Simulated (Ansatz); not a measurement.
Ideal-gas functions of CH₅GaSe, SMILES `C[Se][GaH2]` at 500 K and 1 bar, from an Ansatz frequency run at PBE0-D4/def2-TZVP.

Molar mass 165.73 g/mol, point group Cs (symmetry number 1), electronic degeneracy 1, moments of inertia 52.001, 245.364, 294.164 u Å². Harmonic wavenumbers (cm⁻¹, unscaled): 62, 153, 256, 300, 448, 574, 608, 718, 923, 923, 1308, 1463, 1470, 1973, 2004, 3079, 3180, 3182.

Use S(trans) = R[1.5 ln M + 2.5 ln T − 1.1517]; rotational temperatures θ = 24.2544 K / I; S(rot) = R[ln(√π/σ · √(T³/θAθBθC)) + 1.5]; for each mode x = 1.438777 ν̃/T, S = R[x/(eˣ − 1) − ln(1 − e⁻ˣ)] and H = RT x/(eˣ − 1); 1 cm⁻¹ = 0.0119627 kJ/mol; R = 8.31446 J/(mol·K).

Q: By hand: the entropy, in J/(mol·K).

A: Translation 183.3. Rotation: θ = 0.4664, 0.0989, 0.0825 K, giving 117.9. Vibration, mode by mode: 22.66, 15.20, 11.04, 9.79, 6.76, 5.03, 4.65, 3.62, 2.27, 2.27, 0.94, 0.65, 0.64, 0.19, 0.18, 0.01, 0.01, 0.01, in all 85.9. Electronic 0.0. Sum 387.1 J/(mol·K).

Q: By hand: H − E and G − E in kJ/mol, counted from the electronic energy.

A: Zero-point energy ½ × 22624 × 0.0119627 = 135.3; thermal vibration 21.7; translation, rotation and pV give 4 RT = 16.6. H − E = 173.6 kJ/mol, and G − E = 173.6 − 500 × 387.1/1000 = -19.9 kJ/mol.

Vibration gives 22 % of the entropy, 22.7 J/(mol·K) of it from the mode under 150 cm⁻¹: soft modes count most, and the harmonic formula is weakest for them.
